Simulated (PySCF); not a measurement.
cyclobutene (C4H6), SMILES C1CCC=1. Atoms are numbered in the order given.

```xyz
10

C      0.0000     0.6719    -0.8142
C      0.0000    -0.6719    -0.8142
C      0.0000    -0.7848     0.6995
C      0.0000     0.7848     0.6995
H      0.0000     1.4247    -1.6076
H      0.0000    -1.4247    -1.6076
H      0.8948    -1.2492     1.1479
H     -0.8948    -1.2492     1.1479
H     -0.8948     1.2492     1.1479
H      0.8948     1.2492     1.1479
```
Charge 0, spin multiplicity 1.

The structure is a stationary point at B3LYP-D3(BJ)/def2-SVP.

Level of theory: PySCF 2.14.0 with TDA-ωB97X/def2-SVPD.

Vertical excitations. Gas-phase values at a fixed geometry. State labels are in the subgroup C2v.

Task: List the lowest excited states. (Estimate from the structure and the level; the computed values follow.)

Result: 
```csv
state,symmetry,energy (eV),λ (nm),f,main pairs
S1,B1,7.59,163,0.017,"HOMO→LUMO+1 84 %, HOMO→LUMO+3 13 %"
S2,B2,7.64,162,0.319,HOMO→LUMO 91 %
S3,B1,7.73,160,0.001,HOMO−1→LUMO 96 %
S4,A2,8.14,152,0.000,HOMO−2→LUMO 92 %
S5,B1,8.22,151,0.028,HOMO→LUMO+3 78 %
S6,A2,8.29,150,0.000,HOMO→LUMO+2 93 %
S7,A2,9.20,135,0.000,HOMO−4→LUMO 91 %
S8,A1,9.45,131,0.131,HOMO→LUMO+5 94 %
S9,B1,9.50,131,0.021,HOMO→LUMO+6 88 %
S10,A2,9.53,130,0.000,HOMO→LUMO+4 88 %
T1,B2,4.31,288,0,HOMO→LUMO 95 %
T2,B1,7.27,171,0,HOMO−1→LUMO 97 %
T3,B1,7.65,162,0,"HOMO→LUMO+1 83 %, HOMO→LUMO+3 14 %"
T4,A2,7.89,157,0,"HOMO−2→LUMO 83 %, HOMO−4→LUMO 13 %"
```
Triplets are in the Tamm–Dancoff approximation.
